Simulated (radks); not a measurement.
Species: P I. Configuration: [Ne] 3s2 3p3.

Method: scalar-relativistic Kohn-Sham, LDA (Slater exchange, VWN5 correlation), spin-polarised, spherical densities, finite nucleus; open shells are filled with parallel spins first; Fermi nuclear charge, rms radius 3.1889 fm; computed with a radial shooting solver on a logarithmic mesh with Libxc functionals.

Energy parts (hartree):
| part | energy |
|---|---|
| total | -340.85286 |
| kinetic | 341.62006 |
| electron-nucleus | -814.17170 |
| Hartree | 153.62091 |
| exchange-correlation | -21.92213 |

Orbitals (lengths in bohr, moments of r in powers of bohr; <r^-3> diverges for s and p1/2; r(90%) holds 90 % of the orbital's charge):
orbital	occ.	eigenvalue (hartree)	r(90%)	<r^2>	<1/r>	<r^-3>
1s up	1	-76.28135	0.186	0.01453	14.60	-
1s down	1	-76.26876	0.186	0.01453	14.60	-
2s up	1	-6.35364	0.822	0.3256	2.811	-
2s down	1	-6.33909	0.820	0.3247	2.812	-
2p up	3	-4.56812	0.815	0.2979	2.707	63.35
2p down	3	-4.54996	0.813	0.2966	2.708	63.37
3s up	1	-0.54304	2.87	4.143	0.7284	-
3s down	1	-0.45291	2.95	4.304	0.7216	-
3p up	3	-0.23096	3.68	6.487	0.5850	3.963
3p down	0	-0.15108	4.06	7.659	0.5538	3.567

The highest occupied level is 3p up at -6.285 eV. Summed over all electrons, <r^2> = 30.37 bohr^2, which gives a Langevin (diamagnetic) susceptibility term of -24.1 x 10^-6 cm^3/mol. Spin moment in Bohr magnetons: 3. The density falls to 0.001 e/bohr^3 at r = 4.24 bohr.
